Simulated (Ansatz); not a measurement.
Complex (SMILES): O (H2O) with F (HF), atoms 1 to 3 the first; geometry from B3LYP-D3(BJ)/def2-TZVP, monomers rigid:
```xyz
5

O      0.0126     0.5732     0.1476
H     -0.2167     0.4999    -0.7856
H      0.6440    -0.1320     0.3287
F      0.9055     2.9606     0.8114
H      0.5537     2.1097     0.6008
```

The counterpoise-corrected interaction energy at MP2 with Ansatz (a quantum-chemistry and plane-wave program), in kcal/mol, split into its Hartree-Fock and correlation parts. Cores are frozen. No added dispersion term, no relativity. Functions are those of the species that has most. These sets lack the diffuse functions that weak bonds need.

| basis | X | functions | Hartree-Fock | MP2 |
|---|---|---|---|---|
| cc-pVDZ | 2 | 43 | -7.81 | -7.70 |
| cc-pVTZ | 3 | 102 | -7.88 | -8.46 |
| cc-pVQZ | 4 | 200 | -7.88 | -8.83 |
| cc-pV5Z | 5 | 347 | -7.88 | -8.99 |

Worked estimate of the basis-set limit from each neighbouring pair, with Hartree-Fock from the larger set and the correlation part extrapolated as X^-3.
Correlation parts: X = 2: 0.11, X = 3: -0.58, X = 4: -0.95, X = 5: -1.11.
- (2,3): (27·(-0.58) - 8·(0.11))/19 = -0.87; with Hartree-Fock -7.88 the estimate is -8.75 kcal/mol.
- (3,4): (64·(-0.95) - 27·(-0.58))/37 = -1.22; with Hartree-Fock -7.88 the estimate is -9.10 kcal/mol.
- (4,5): (125·(-1.11) - 64·(-0.95))/61 = -1.28; with Hartree-Fock -7.88 the estimate is -9.16 kcal/mol.
The last two estimates differ by 0.06 kcal/mol; the largest set lies 0.17 from the last. Over the last step Hartree-Fock moves by 0.00 and the correlation part by -0.16.
